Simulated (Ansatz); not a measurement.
Dissociation curve of BrMg (cation, charge +1), lowest triplet found (which spin is the ground state isn't settled by this scan).

Calculation: full CI/cc-pVDZ, cores with 3d frozen (Ansatz, a program for electronic structure).

Relative to R = 2.80 Å, what are the energies at R = 3.13, 4.19, 4.65, 8.83 Å?

1.0 kcal/mol at 3.13 Å, 7.8 kcal/mol at 4.19 Å, 9.2 kcal/mol at 4.65 Å, 11.6 kcal/mol at 8.83 Å.
